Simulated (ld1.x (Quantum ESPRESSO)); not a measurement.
Reading a pseudo-wave (Al (Z = 13))

Columns: radius, all-electron u(r) and pseudo u(r) of the 3p shell (level -9.16 eV) of aluminium in the configuration [Ne] 3s2 3p0; LDA (PZ), scalar-relativistic, TM scheme, ld1.x (Quantum ESPRESSO) 7.5.

```tsv
r (bohr)	all-electron	pseudo
0.098	0.0881	-0.0070
0.195	0.1973	-0.0265
0.292	0.2552	-0.0554
0.390	0.2607	-0.0896
0.488	0.2277	-0.1240
0.585	0.1711	-0.1545
0.682	0.1013	-0.1799
0.780	0.0247	-0.2012
0.878	-0.0533	-0.2207
0.975	-0.1286	-0.2415
1.072	-0.2001	-0.2671
1.170	-0.2670	-0.2999
1.268	-0.3281	-0.3402
1.365	-0.3825	-0.3852
1.463	-0.4312	-0.4314
1.560	-0.4733	-0.4733
1.658	-0.5098	-0.5098
1.755	-0.5404	-0.5404
1.852	-0.5655	-0.5655
1.950	-0.5858	-0.5858
2.047	-0.6012	-0.6012
2.145	-0.6124	-0.6124
2.242	-0.6194	-0.6194
2.340	-0.6229	-0.6229
2.438	-0.6230	-0.6230
2.535	-0.6202	-0.6202
```

**Question.** How many radial nodes do the two functions have?

**Answer.** The all-electron 3p function has n − l − 1 = 1; the pseudo-wave has 0, since the states of the same l below it are removed with the core.

**Question.** At about which radius was the pseudo-wave matched?

**Answer.** 1.60 bohr. The columns agree to 0.0005 from 1.46 bohr on; several derivatives are matched, so the curves merge somewhat inside the radius.

**Question.** Is the pseudo-wave norm-conserving?

**Answer.** Yes: the TM scheme keeps the norm inside the radius equal to the all-electron one, which fixes the energy derivative of the logarithmic derivative at the level.
